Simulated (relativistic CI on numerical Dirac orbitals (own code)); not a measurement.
**Mn6+ in a cubic cluster: 3s photoemission with charge transfer**

Computed with a charge-transfer multiplet model of a cubic metal-ligand cluster with up to 2 ligand holes, Slater and spin-orbit integrals from Dirac-Coulomb-Breit ions, Slater integrals scaled by 0.7. The ground state mixes d1 with configurations of k ligand holes L, whose averages lie at kΔ + k(k − 1)U_dd/2; a core hole lowers each added d electron by U_cd. 300 K, Lorentzian 1.4 eV and Gaussian 0.8 eV FWHM.

Atomic integrals in eV (Slater integrals scaled, ζ unscaled), ground: F2dd 9.285, F4dd 5.869, zeta_d 0.064; with the core hole: F2dd 9.285, F4dd 5.869, zeta_d 0.072, G2cd 9.600. Where a configuration has fewer than two d electrons, the dd integrals are those of d2.

Cluster parameters (eV): Δ = -0.3, U_dd = 6.5, U_cd = 7.4, 10Dq(ligand) = 0.1, V(eg) = 2.55, V(t2g) = -1.08, final-state hopping factor = 1.

```csv
Case,n_d,d1,d2L,d3L2,S
10Dq = 1.9 eV,1.89,0.27,0.58,0.16,0.50
10Dq = 2.5 eV,1.89,0.26,0.58,0.16,0.50
10Dq = 2.8 eV,1.90,0.26,0.58,0.16,0.50
10Dq = 3.1 eV,1.90,0.26,0.59,0.16,0.50
10Dq = 3.4 eV,1.91,0.25,0.59,0.16,0.50
```

Weights, n_d and S are thermal averages at 300 K. Binding energies count from the first peak over 30 % of the highest in each spectrum, which can be another peak from case to case. The parameters are a model scan and need not match a compound or its usual spin state. Peaks in eV (height, largest 100):
- 10Dq = 1.9 eV: 0.0 (100), 3.9 (37), 5.9 (31), 12.9 (11), 16.6 (8)
- 10Dq = 2.5 eV: 0.0 (100), 2.1 (41), 3.8 (39), 6.0 (34), 12.9 (10), 15.6 (8), 17.5 (8)
- 10Dq = 2.8 eV: 0.0 (100), 2.1 (43), 3.7 (41), 5.9 (35), 12.7 (10), 15.8 (8), 17.6 (8)
- 10Dq = 3.1 eV: 0.0 (100), 2.1 (46), 3.7 (42), 6.0 (37), 12.7 (10), 14.1 (9), 16.1 (8), 17.7 (8)
- 10Dq = 3.4 eV: 0.0 (100), 2.1 (49), 3.7 (43), 6.0 (38), 12.7 (10), 14.6 (9), 16.3 (8), 17.9 (8)

Curve for 10Dq = 2.5 eV (points under 2 left out, the grid thinned):

(E (eV), Intensity): (-3.5, 5.4), (-2.9, 7.5), (-2.4, 10.5), (-1.8, 17.5), (-1.3, 29.7), (-0.7, 61.7), (-0.2, 94.7), (0.4, 88.7), (0.9, 58.4), (1.5, 41.2), (2.0, 40.8), (2.6, 38.7), (3.2, 36.5), (3.7, 39.2), (4.3, 34.7), (4.8, 28.5), (5.4, 30.0), (5.9, 33.8), (6.5, 29.9), (7.0, 23.2), (7.6, 17.2), (8.1, 14.9), (8.7, 14.0), (9.3, 12.2), (9.8, 10.5), (10.4, 8.7), (10.9, 7.7), (11.5, 7.8), (12.0, 8.9), (12.6, 10.2), (13.1, 10.3), (13.7, 10.0), (14.2, 8.9), (14.8, 7.7), (15.4, 7.6), (15.9, 7.6), (16.5, 7.4), (17.0, 7.6), (17.6, 7.8), (18.1, 7.2), (18.7, 5.5), (19.2, 4.5), (19.8, 3.5), (20.3, 2.7), (20.9, 2.1)

For the case 10Dq = 2.5 eV, Δ = -0.3 eV is smaller than U_dd = 6.5 eV, the charge-transfer side of the Zaanen-Sawatzky-Allen scheme (negative Δ: between configuration averages a ligand hole costs less than the nominal valence; multiplet and field energies can change this for the lowest states). With the core hole the average of the configuration with one ligand hole lies at Δ − U_cd = -7.7 eV before mixing: it lies below the unscreened one, so the lowest final states are mostly screened and the unscreened weight appears at higher binding energy as a satellite.

With at most 2 ligand holes the space is cut while the next configuration still counts, so covalency is underestimated, and a final configuration with one more ligand hole, which can lie low, is missing from the spectra.

Without intra-shell correlation the exchange splitting of the 3s hole comes out too large.
